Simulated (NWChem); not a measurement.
Species: SnH4Se; SMILES [SeH][SnH3]

```xyz
6

Sn     0.0063     1.0064    -0.0006
Se     0.0497    -1.5411    -0.0017
H     -0.8008     1.5758    -1.3992
H      1.6514     1.4675    -0.0109
H     -0.7827     1.5754     1.4085
H     -1.4188    -1.6303     0.0030
```
Atoms are numbered in this order, from 1.

Level: PBE0/def2-SVP with def2 effective core potentials on Sn (NWChem), optimised geometry, unscaled harmonic frequencies. This build's default masses of Se (78.918 u) and Br (79.917 u) are each other's, which moves their modes by up to 0.6 %. def2 effective core potentials on Sn; no spin-orbit coupling.

```json
[
 {"frequency (cm⁻¹)": "103", "IR intensity (km/mol)": "7.0"},
 {"frequency (cm⁻¹)": "244", "IR intensity (km/mol)": "11.6"},
 {"frequency (cm⁻¹)": "408", "IR intensity (km/mol)": "22.1"},
 {"frequency (cm⁻¹)": "455", "IR intensity (km/mol)": "17.9"},
 {"frequency (cm⁻¹)": "652", "IR intensity (km/mol)": "21.8"},
 {"frequency (cm⁻¹)": "693", "IR intensity (km/mol)": "253.8"},
 {"frequency (cm⁻¹)": "715", "IR intensity (km/mol)": "59.8"},
 {"frequency (cm⁻¹)": "726", "IR intensity (km/mol)": "66.8"},
 {"frequency (cm⁻¹)": "1936", "IR intensity (km/mol)": "96.9"},
 {"frequency (cm⁻¹)": "1938", "IR intensity (km/mol)": "177.2"},
 {"frequency (cm⁻¹)": "1959", "IR intensity (km/mol)": "142.7"},
 {"frequency (cm⁻¹)": "2458", "IR intensity (km/mol)": "10.1"}
]
```

```json
{
  "zero_point_energy": "17.6 kcal/mol",
  "thermal correction to the enthalpy at 298.15 K (with zero-point energy)": "21.3 kcal/mol",
  "heat capacity Cv": "15.9 cal/(mol K)",
  "entropy at 298.15 K and 1 atm (symmetry number 1)": "75.3 cal/(mol K)"
}
```

Rigid rotor and harmonic oscillator.
